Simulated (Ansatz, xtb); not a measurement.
**Two isomers of CH7SiSn**

Structure I: `C[SiH2][SnH2]`, a doublet. Structure II: `[CH3][SnH][SiH3]`, a doublet. Both are isolated molecules in the gas phase, relaxed with PBE0-D3(BJ)/def2-SVP; the shapes shown needn't be the lowest conformers.

I (Å):

```xyz
10

C     0.1181    0.2001   -0.8240
Si   -0.9088    0.3905    0.7470
Sn    0.1235    2.0360    2.4453
H    -0.3672   -0.5115   -1.5109
H     0.2230    1.1648   -1.3424
H     1.1249   -0.1767   -0.5900
H    -2.2802    0.8888    0.4139
H    -1.0571   -0.9312    1.4335
H     1.7007    1.5465    2.9541
H     0.2832    3.6298    1.7973
```

II (Å):

```csv
atom,x (Å),y (Å),z (Å)
C,0.6452,0.0561,-1.1446
Si,-0.6079,2.1266,1.9570
Sn,-1.0596,0.3114,0.1755
H,0.4163,-0.6974,-1.9108
H,0.8904,1.0086,-1.6332
H,1.5086,-0.2823,-0.5525
H,-1.3714,-1.2132,0.9374
H,-1.7912,2.2586,2.8612
H,0.5963,1.8159,2.7936
H,-0.3775,3.4397,1.2786
```

Quicker runs give these differences E(II) − E(I): GFN2-xTB +5.2 kcal/mol; HF/STO-3G −3.6 kcal/mol (at GFN2-xTB geometries); r2SCAN-D4/def2-SVP +3.5 kcal/mol (at GFN2-xTB geometries).

Estimate E(II) − E(I) at the level CCSD(T)/def2-SVP + ΔMP2/def2-TZVPP.

Calculated at CCSD(T)/def2-SVP + ΔMP2/def2-TZVPP: E(II) − E(I) = +3.3 kcal/mol, so structure I lies lower.

How the difference moves with the method:

```json
{"level": "GFN2-xTB", "geometry": "GFN2-xTB", "E(II) − E(I) (kcal/mol)": "+5.2", "departure from the last row (kcal/mol)": "+1.9", "job, with rough time for the two": "optimisation, 0.18 s"}
{"level": "HF/STO-3G", "geometry": "GFN2-xTB", "E(II) − E(I) (kcal/mol)": "−3.6", "departure from the last row (kcal/mol)": "−6.9", "job, with rough time for the two": "single point, 1.8 s"}
{"level": "r2SCAN-D4/def2-SVP", "geometry": "GFN2-xTB", "E(II) − E(I) (kcal/mol)": "+3.5", "departure from the last row (kcal/mol)": "+0.3", "job, with rough time for the two": "single point, 5.3 s"}
{"level": "PBE0-D3(BJ)/def2-SVP", "geometry": "PBE0-D3(BJ)/def2-SVP", "E(II) − E(I) (kcal/mol)": "+5.1", "departure from the last row (kcal/mol)": "+1.8", "job, with rough time for the two": "optimisation, 71 s"}
{"level": "HF/def2-SVP", "geometry": "PBE0-D3(BJ)/def2-SVP", "E(II) − E(I) (kcal/mol)": "+5.2", "departure from the last row (kcal/mol)": "+2.0", "job, with rough time for the two": "part of the CCSD(T) run"}
{"level": "MP2/def2-SVP", "geometry": "PBE0-D3(BJ)/def2-SVP", "E(II) − E(I) (kcal/mol)": "+4.2", "departure from the last row (kcal/mol)": "+0.9", "job, with rough time for the two": "part of the CCSD(T) run"}
{"level": "CCSD(T)/def2-SVP", "geometry": "PBE0-D3(BJ)/def2-SVP", "E(II) − E(I) (kcal/mol)": "+4.2", "departure from the last row (kcal/mol)": "+1.0", "job, with rough time for the two": "single point"}
{"level": "CCSD(T)/def2-SVP + ΔMP2/def2-TZVPP", "geometry": "PBE0-D3(BJ)/def2-SVP", "E(II) − E(I) (kcal/mol)": "+3.3", "departure from the last row (kcal/mol)": "", "job, with rough time for the two": "single point, 37 s"}
```

As drawn, II has 1 C–Sn, 1 Si–H in place of 1 C–Si, 1 Sn–H.

HF/STO-3G puts the two in the other order. The largest departure from CCSD(T)/def2-SVP + ΔMP2/def2-TZVPP is that of HF/STO-3G, 6.9 kcal/mol. The last row adds to CCSD(T) the change of the MP2 difference between the two basis sets, here −1.0 kcal/mol.

With harmonic frequencies from PBE0-D3(BJ)/def2-SVP (ideal gas, rigid rotor, one conformer each, 298.15 K, 1 atm): the zero-point term adds +0.2 kcal/mol; ΔH is +3.7 and ΔG +3.1 kcal/mol.

Open shells are spin-unrestricted. The correlated steps freeze 10 core orbitals; the filled d shell of Sn is correlated, in a basis made for valence electrons. Atoms past krypton carry core potentials in the def2 sets, other sets are all-electron and non-relativistic, and no spin–orbit term is included. Mirror images aren't counted in ΔG. Run with Ansatz 0.2.0, xtb 6.7.1; the last row on 2 threads of Intel(R) Xeon(R) Platinum 8488C (Sapphire Rapids) on a shared host.
